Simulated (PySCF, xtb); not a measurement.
prop-2-enylboronamidic acid (C₃H₈BNO), SMILES NB(CC=C)O.

Geometry optimised at PBE-D3(BJ)/def2-SVP. Other conformers were not sampled.

Level of theory: PySCF with C-PCM-ωB97X/def2-SVP.

The values are the electrostatic part of the solvation free energy, E(continuum) − E(gas) at the gas-phase geometry, in a cavity of scaled van der Waals radii (PySCF's table); cavitation and dispersion terms are not included. In vacuum the orbital gap is 12.19 eV. The dipole moment in vacuum is 2.65 D.

Computed values in water (ε = 78.36), chloroform (ε = 4.71), ethylethanoate (ε = 5.99):
```json
[
 {"solvent": "water", "ε": "78.36", "ΔG(elec) (kcal/mol)": "-6.8", "dipole (D)": "3.30", "gap (eV)": "12.19"},
 {"solvent": "chloroform", "ε": "4.71", "ΔG(elec) (kcal/mol)": "-5.3", "dipole (D)": "3.14", "gap (eV)": "12.19"},
 {"solvent": "ethylethanoate", "ε": "5.99", "ΔG(elec) (kcal/mol)": "-5.6", "dipole (D)": "3.17", "gap (eV)": "12.19"}
]
```

For comparison, GFN2-xTB/ALPB(water) (xtb, at the GFN2-xTB geometry, all terms of that model) gives -6.2 kcal/mol.
